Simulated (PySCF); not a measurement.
## Mayer bond orders and bond lengths

C₆H₁₃PS.
Atom-mapped SMILES: `[CH2:1]=[CH:2][CH2:3][P@@:4]([CH3:5])(=[S:6])[CH2:7][CH3:8]` (hydrogens: H9, H10 on C1; H11 on C2; H12, H13 on C3; H14, H15, H16 on C5; H17, H18 on C7; H19, H20, H21 on C8)

Geometry (GFN2-xTB, Å), atoms numbered from 1 in this order:
```xyz
21
C6H13PS angstrom
C     -3.2007   -0.1901   -0.1908
C     -2.0933   -0.8946   -0.0454
C     -0.7962   -0.5597   -0.6970
P      0.4072   -0.0796    0.6350
C     -0.3041    1.4745    1.3095
S      0.7394   -1.4541    1.9604
C      1.9115    0.4988   -0.2788
C      2.6623   -0.6760   -0.8856
H     -4.1135   -0.4558    0.3134
H     -3.2446    0.6758   -0.8325
H     -2.0676   -1.7592    0.6053
H     -0.9001    0.2571   -1.4141
H     -0.3781   -1.4408   -1.1928
H     -0.4285    2.2292    0.5361
H     -1.2696    1.2350    1.7539
H      0.3597    1.8446    2.0899
H      2.5364    1.0006    0.4667
H      1.6210    1.2288   -1.0374
H      2.0893   -1.1327   -1.6904
H      3.6214   -0.3543   -1.2858
H      2.8390   -1.4306   -0.1200
```

Bond orders from the PBE0/pcSseg-1 density (PySCF). Isolated species at its GFN2-xTB geometry (one conformer only).

(1) How far do the computed orders between heavy atoms stray from the drawn ones?

(2) Give the Mayer order of every bond, beside its length.

Answers

(1) The largest departure is 0.298, at P4–S6 (drawn double, 1.702). Drawn single, order below 0.88: C3–P4 (0.866).

(2) 
```csv
bond,drawn as,length (Å),Mayer order
C1–C2,double,1.320,1.966
C2–C3,single,1.490,1.046
C3–P4,single,1.858,0.866
P4–C5,single,1.837,0.941
P4–S6,double,1.938,1.702
P4–C7,single,1.853,0.896
C7–C8,single,1.521,1.050
C1–H9,single,1.076,0.954
C1–H10,single,1.079,0.956
C2–H11,single,1.082,0.947
C3–H12,single,1.092,0.926
C3–H13,single,1.094,0.920
C5–H14,single,1.088,0.933
C5–H15,single,1.089,0.940
C5–H16,single,1.089,0.950
C7–H17,single,1.094,0.937
C7–H18,single,1.092,0.922
C8–H19,single,1.088,0.964
C8–H20,single,1.088,0.964
C8–H21,single,1.089,0.950
```

By pair of heavy elements: C–C: lowest C2–C3 (1.046, 1.490 Å), highest C1–C2 (1.966, 1.320 Å). C–P: lowest C3–P4 (0.866, 1.858 Å), highest P4–C5 (0.941, 1.837 Å).

Question: Sum the orders of all bonds at each heavy atom with more than one neighbour and set the sums beside the valence in the SMILES.

Answer: C1 3.876 (drawn 4), C2 3.959 (drawn 4), C3 3.758 (drawn 4), P4 4.405 (drawn 5), C5 3.764 (drawn 4), C7 3.805 (drawn 4), C8 3.928 (drawn 4). Orders between atoms that aren't bonded are not in these sums.

For a closed shell the Mayer order of atoms A and B is Σ (PS)μν (PS)νμ over the basis functions μ on A and ν on B, with P the density and S the overlap matrix.
